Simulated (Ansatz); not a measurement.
The cluster AlSi₅, relaxed as a doublet with UKS r2SCAN-D4/def2-SVP in Ansatz, starting from the GFN2-xTB geometry. Force threshold 0.02 eV/Å.

The relaxation made no stability test and no search for a lower SCF solution. Another isomer (doublet) lies 1.76 eV lower at PBE0-D4/def2-TZVP; other spin states weren't run for this one.

Start:

| atom | x (Å) | y (Å) | z (Å) |
| --- | --- | --- | --- |
| Al1 | 0.0509 | 0.6776 | -0.8513 |
| Si2 | -2.1890 | -0.8991 | 0.9888 |
| Si3 | 0.0196 | -1.0076 | 1.2752 |
| Si4 | 2.0668 | -0.3645 | 0.5966 |
| Si5 | -2.3240 | 0.5239 | -0.8134 |
| Si6 | 2.3757 | 1.0697 | -1.1958 |

| step | energy (eV) | largest force component (eV/Å) | SCF passes |
| --- | --- | --- | --- |
| 1 | -45962.3811 | 1.235 | 65 |
| 2 | -45962.6807 | 0.541 | 50 |
| 3 | -45963.0047 | 1.365 | 48 |
| 4 | -45963.5661 | 0.972 | 38 |
| 5 (rejected) | -45963.5055 | 2.122 | 33 |
| 6 | -45963.6840 | 0.560 | 33 |
| 7 | -45963.7000 | 0.094 | 27 |
| 8 | -45963.7022 | 0.016 | 28 |

Force components are those of the run's own axes.

End:

```csv
atom,x (Å),y (Å),z (Å)
Al1,0.292,0.821,-1.043
Si2,-2.534,-1.141,1.305
Si3,-0.350,-0.715,0.871
Si4,1.921,-0.298,0.481
Si5,-2.020,0.260,-0.476
Si6,2.692,1.073,-1.138
```

Bonds formed: Si3–Si5 (atoms count from 1).

No frequencies were taken in this run, so the end may be a saddle point.

Run time 23 s (4 threads of AMD EPYC 9B14 on a shared host).
